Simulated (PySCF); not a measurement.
These are PBE-D3(BJ)/def2-TZVP // B3LYP-D3(BJ)/def2-TZVP (PySCF 2.14.0) values and carry that method's errors. Isolated molecules, 0 K electronic values unless said otherwise. One relaxed conformer stands for a flexible species; it need not be the lowest. Excitations are Tamm–Dancoff values on a coarser integration grid. The basis has no diffuse functions, so Rydberg states are missing or too high.

Reference species (SMILES): `[Br][Ga]([Br])[Br]` (neutral, multiplicity 1).

```
Property                  Result
----------------------  --------
S1 excitation (TDA)      4.33 eV
S1 oscillator strength     0.000
LUMO                    -3.24 eV
T1 excitation (TDA)      4.03 eV
```

After one change: the S1 excitation (TDA) is nearly the same; the S1 oscillator strength stays essentially unchanged; the LUMO rises by 0.42 eV; the T1 excitation (TDA) hardly moves.

Task: What was changed between the two runs? The new species is one of these.
A) `[SH][Ga]([SH])[SH]`
B) `[SH][Ga]([SH])[Br]` (H–S–Ga–Br torsion 180°, Br–Ga–S–H torsion 180°)
C) `[SH][Ga]([Br])[Br]` (H–S–Ga–Br torsion 180°)

Result: C, `[SH][Ga]([Br])[Br]` (H–S–Ga–Br torsion 180°)
